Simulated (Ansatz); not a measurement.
`OB(F)[NH][GeH3]`, relaxed with RKS PBE0-D4/def2-TZVP in the Gaussian-basis code of Ansatz from a PBE-D4/def2-SVP geometry. The force threshold is 0.005 eV/Å; the program also tests the step.

The species carries charge 0 and has multiplicity 1.

Start:

```xyz
10

O    -0.960   -0.291   -1.540
B    -1.310    0.086   -0.266
F    -2.612    0.322    0.035
N    -0.304    0.225    0.723
Ge    1.510   -0.070    0.420
H    -1.734   -0.355   -2.125
H    -0.584    0.509    1.663
H     2.040    0.918   -0.651
H     1.746   -1.530   -0.041
H     2.207    0.186    1.782
```

Problem. How much energy does the relaxation release, and in how many steps? (Estimate.)

Solution. Ansatz gave: 0.66 kcal/mol, in 7 steps.

Problem. Which bonds change most? (An estimate is asked.)

Solution. Computed: N4–Ge5 from 1.862 to 1.847 Å; N4–H7 from 1.021 to 1.006 Å; Ge5–H8 from 1.550 to 1.535 Å; Ge5–H10 from 1.551 to 1.537 Å.

Problem. Give the relaxed structure. (Best estimate.)

Solution. Computed: 
```xyz
10

O    -0.970   -0.286   -1.535
B    -1.298    0.086   -0.263
F    -2.588    0.319    0.043
N    -0.296    0.221    0.709
Ge    1.505   -0.068    0.423
H    -1.730   -0.348   -2.116
H    -0.577    0.496    1.635
H     2.029    0.907   -0.641
H     1.736   -1.517   -0.029
H     2.190    0.191    1.774
```
